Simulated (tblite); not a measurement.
C8H13B.
Atom-mapped SMILES: `[CH3:1][C:2]#[C:3][C@H:4]1[CH2:5][BH:6][CH2:7][CH2:8][CH2:9]1` (hydrogens: H10, H11, H12 on C1; H13 on C4; H14, H15 on C5; H16 on B6; H17, H18 on C7; H19, H20 on C8; H21, H22 on C9)

Cartesian coordinates in Å at the GFN2-xTB level; atoms count from 1:
```xyz
22
C8H13B angstrom
C      4.122    0.674   -0.245
C      2.713    0.370   -0.384
C      1.549    0.117   -0.515
C      0.133   -0.193   -0.626
C     -0.228   -1.382    0.283
B     -1.762   -1.562    0.567
C     -2.727   -0.337    0.377
C     -2.191    0.771   -0.536
C     -0.712    1.039   -0.275
H      4.564    0.061    0.541
H      4.643    0.475   -1.182
H      4.254    1.725    0.015
H     -0.077   -0.469   -1.668
H      0.238   -1.211    1.263
H      0.250   -2.287   -0.099
H     -2.162   -2.569    1.015
H     -3.730   -0.625    0.051
H     -2.866    0.080    1.383
H     -2.763    1.692   -0.390
H     -2.318    0.470   -1.580
H     -0.562    1.291    0.777
H     -0.377    1.889   -0.874
```

All values are computed: GFN2-xTB (tblite) harmonic vibrations without scaling, gas phase. Errors from tens to a few hundred cm⁻¹ against measured bands are possible. Modes of hydrogen on boron can be 10 to 20 % off. One conformer, not necessarily the lowest. The optimisation stopped once no atom felt more than 0.01 eV/Å.

Lowest wavenumbers of the output (negative numbers stand for imaginary wavenumbers):
```
mode    cm-1
  1     -23.5
  2      68.9
  3      85.5
  4     139.3
  5     167.2
  6     259.5
  7     265.2
  8     295.0
```

Question: Is this structure a minimum?

Answer: Not by this Hessian. 1 mode is imaginary beyond 20i (24i cm⁻¹), so at this level the point lies at or near a first-order saddle. The curvature is small, so loose convergence or finite differences may be the whole cause.

Question: Which atoms move in the imaginary mode?

Answer: 24i: H11 (methyl hydrogen) 33 %, H12 (methyl hydrogen) 32 %, H10 (methyl hydrogen) 32 %. These are shares of the mass-weighted motion.

Question: What is the remedy?

Answer: Step along that mode in both directions, optimise again with tighter thresholds and repeat the frequencies. The zero-point energy of this point (117.0 kcal/mol) counts the 59 real modes alone, and thermal corrections from it aren't those of a minimum.
